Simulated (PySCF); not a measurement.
A PySCF script (with the pyscf-properties extension) for the NMR shieldings of `CB(C)c1ccco1`, C₆H₉BO, on a GFN2-xTB geometry:

```python
import basis_set_exchange as bse
import numpy as np
from pyscf import gto, dft
from pyscf.prop import nmr

atoms = """
C    -1.604346    1.601035   -0.258984
B    -0.993986    0.165793   -0.020443
C    -1.941976   -1.077853    0.192420
C     0.532323   -0.019726    0.003966
C     1.317119   -1.148297    0.154664
C     2.660620   -0.739310    0.096895
C     2.620410    0.613994   -0.086971
O     1.366237    1.051113   -0.142698
H    -0.944510    2.408101    0.049723
H    -1.777624    1.737068   -1.327591
H    -2.568550    1.740176    0.225214
H    -2.191702   -1.154926    1.251183
H    -1.496027   -2.027016   -0.091715
H    -2.887551   -0.976160   -0.335259
H     0.961639   -2.149410    0.291498
H     3.535883   -1.351610    0.178845
H     3.405042    1.339059   -0.190658
"""
names = dict.fromkeys(["C", "B", "O", "H"], "pcSseg-1")
basis = {el: gto.basis.parse(bse.get_basis(n, elements=[el], fmt="nwchem")) for el, n in names.items()}
mol = gto.M(atom=atoms, basis=basis, charge=0, verbose=0)
mf = dft.RKS(mol, xc="PBE0")
mf.grids.level = 2
mf.grids.alignment = dft.numint.BLKSIZE   # the property module wants whole blocks of grid points
mf.conv_tol = 1e-9
mf.kernel()

calc = nmr.RKS(mf)   # GIAO
C = mf.mo_coeff
Co = C[:, mf.mo_occ > 0]
resp = mf.gen_response(singlet=True, hermi=2)
def vind(x):   # induced exchange potential for any number of trial vectors
    d = np.einsum("pi,xij,qj->xpq", C, 2 * x.reshape(-1, C.shape[1], Co.shape[1]), Co, optimize=True)
    return np.einsum("xpq,pi,qj->xij", resp(d - d.transpose(0, 2, 1)), C, Co, optimize=True).ravel()
mo1, _ = nmr.rhf.solve_mo1(calc, with_cphf=vind)
sigma = calc.kernel(mo1)
for i, s in enumerate(sigma):   # ppm
    w = np.linalg.eigvalsh((s + s.T) / 2)
    print("%2d %-2s iso %8.1f  s11 %8.1f  s22 %8.1f  s33 %8.1f" % (i, mol.atom_pure_symbol(i), w.mean(), *w))
```

**Question.** What are the results?

**Answer.** 
```
 0 C  iso    176.9  s11    158.1  s22    182.2  s33    190.6
 1 B  iso     34.5  s11    -33.4  s22     16.7  s33    120.0
 2 C  iso    176.8  s11    160.2  s22    180.4  s33    189.9
 3 C  iso     15.7  s11    -66.9  s22     15.2  s33     98.8
 4 C  iso     52.0  s11    -43.8  s22     38.6  s33    161.2
 5 C  iso     68.4  s11    -19.3  s22     63.4  s33    161.1
 6 C  iso     31.7  s11    -53.0  s22     40.6  s33    107.4
 7 O  iso     12.6  s11   -156.0  s22    -70.6  s33    264.6
 8 H  iso     30.0  s11     24.6  s22     29.8  s33     35.7
 9 H  iso     31.1  s11     27.1  s22     29.1  s33     37.0
10 H  iso     30.8  s11     26.5  s22     30.0  s33     35.8
11 H  iso     31.0  s11     27.1  s22     29.0  s33     36.7
12 H  iso     30.5  s11     25.3  s22     30.2  s33     36.0
13 H  iso     30.7  s11     26.4  s22     30.0  s33     35.7
14 H  iso     24.0  s11     21.6  s22     22.8  s33     27.6
15 H  iso     24.9  s11     22.9  s22     25.7  s33     25.9
16 H  iso     23.8  s11     20.8  s22     24.9  s33     25.7
```

These numbers come from an equivalent density-fitted implementation of the same equations, which agrees with the script to about 0.01 ppm for H and up to a few tenths of a ppm for heavy atoms, so last digits may differ.

Size and cost of the density-fitted run: 181 basis functions, of the order of 90 core-seconds.
